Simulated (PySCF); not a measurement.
## How methods differ on the excitation energy of Sc

Sc [Ar] 3d1 4s2 (2D) → Sc [Ar] 3d3 (4F), as a difference of total energies. Calculation: PySCF 2.14, in def2-QZVPPD; the non-relativistic Hamiltonian (point nucleus). Correlated levels: valence and next inner shell: [Ne] frozen. The calculations carry no spin-orbit coupling.

```json
{"method": "UHF", "excitation energy (cm⁻¹)": "36318"}
{"method": "MP2 (valence and next inner shell)", "excitation energy (cm⁻¹)": "32886"}
{"method": "SCS-MP2 (valence and next inner shell)", "excitation energy (cm⁻¹)": "38244"}
{"method": "CCSD (valence and next inner shell)", "excitation energy (cm⁻¹)": "34855"}
{"method": "CCSD(T) (valence and next inner shell)", "excitation energy (cm⁻¹)": "34569"}
```
